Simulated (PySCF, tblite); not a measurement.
Parent: `[CH:1]#[C:2][SiH2:3][NH:4][SiH3:5]` with C2–Si3–N4–Si5 -176°, C2H7NSi2.

The geometries are computed with GFN2-xTB (gas phase). One conformer each, not checked by frequencies here.

| coordinate of the parent | value |
| --- | --- |
| C1≡C2 | 1.202 Å |
| C2–Si3 | 1.852 Å |
| Si3–N4 | 1.735 Å |
| N4–Si5 | 1.730 Å |
| C1–C2–Si3 | 179.3° |
| C2–Si3–N4 | 105.0° |
| Si3–N4–Si5 | 128.4° |

Problem. How does the shared frame change in `[SiH3:1][NH:2][SiH2:3][S:4][SiH3:5]` with Si1–N2–Si3–S4 175°, N2–Si3–S4–Si5 179°, H9NSSi3? Atoms pair as Si3 = Si3, N4 = N2, Si5 = Si1 (parent first).

Solution. 
```
    parent    relative  value in the relative  change
    Si3–N4      Si3–N2                1.713 Å  -0.022
    N4–Si5      N2–Si1                1.734 Å  +0.004
Si3–N4–Si5  Si3–N2–Si1                 127.4°    -1.0
```

Of the parent's bonds, Si3–N4 changes most (-0.022 Å). Bonds of the relative outside the shared frame: Si3–S4 2.148, S4–Si5 2.135 Å.

Problem. How does the shared frame change in `[CH3:1][O:2][CH2:3][SiH2:4][NH:5][SiH3:6]` with C1–O2–C3–Si4 -73°, O2–C3–Si4–N5 -38°, C3–Si4–N5–Si6 2°, C2H11NOSi2? Atoms pair as C2 = C3, Si3 = Si4, N4 = N5, Si5 = Si6 (parent first).

Solution. 
```csv
parent,relative,value in the relative,change
C2–Si3,C3–Si4,1.908 Å,+0.056
Si3–N4,Si4–N5,1.719 Å,-0.016
N4–Si5,N5–Si6,1.750 Å,+0.020
C2–Si3–N4,C3–Si4–N5,104.0°,-1.0
Si3–N4–Si5,Si4–N5–Si6,130.9°,+2.5
```

Of the parent's bonds, C2–Si3 changes most (+0.056 Å). Bonds of the relative outside the shared frame: C1–O2 1.400, O2–C3 1.420 Å.
